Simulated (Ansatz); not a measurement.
Geometry optimisation, RKS PBE0-D4/def2-SVP (Ansatz).

The input (input.yaml):

```yaml
crystal:
  periodic: [false, false, false]
  atoms:
    - { symbol: Se, position_ang: [-0.43073, -2.11428, -0.51531] }
    - { symbol: C, position_ang: [-0.11517, -0.50101, 0.10183] }
    - { symbol: Se, position_ang: [0.26366, 1.00655, -0.94111] }
    - { symbol: H, position_ang: [-0.12634, -0.30735, 1.16901] }
    - { symbol: H, position_ang: [0.17303, 0.313, -2.21724] }
basis:
  gaussian: { orbitals: def2-SVP }
hamiltonian:
  xc: pbe0
  dispersion: d4
relax:
  f_tol: 0.015
  max_steps: 40
output:
  orbitals: {}
```

Command:

```bash
$ ansatz run input.yaml --threads 1 --pin off --max-ram 2048MiB --backend cpu --events-out ev --progress --plain --runs-dir out
```

Problem. Where does it end, and by what steps?

Solution. The forces met the threshold. After 5 steps the energy has fallen by 0.029 eV; Se1 moved furthest, 0.05 Å.

```json
{"step": "0", "energy less start (eV)": "0.0000", "largest force component (eV/Å)": "0.977", "accepted": "yes"}
{"step": "1", "energy less start (eV)": "-0.0224", "largest force component (eV/Å)": "0.265", "accepted": "yes"}
{"step": "2", "energy less start (eV)": "-0.0253", "largest force component (eV/Å)": "0.214", "accepted": "yes"}
{"step": "3", "energy less start (eV)": "-0.0289", "largest force component (eV/Å)": "0.177", "accepted": "yes"}
{"step": "4", "energy less start (eV)": "-0.0294", "largest force component (eV/Å)": "0.031", "accepted": "yes"}
{"step": "5", "energy less start (eV)": "-0.0294", "largest force component (eV/Å)": "0.004", "accepted": "yes"}
```

```xyz
5
Properties=species:S:1:pos:R:3
Se -0.443 -2.156 -0.485
C -0.118 -0.521 0.072
Se 0.262 1.012 -0.914
H -0.119 -0.280 1.146
H 0.182 0.341 -2.223
```

Whether the end is a true minimum wasn't checked by a vibrational analysis.

The run took 24 s on 1 thread of Arm Neoverse V1, with other jobs on the host, peak memory 0.28 GiB.
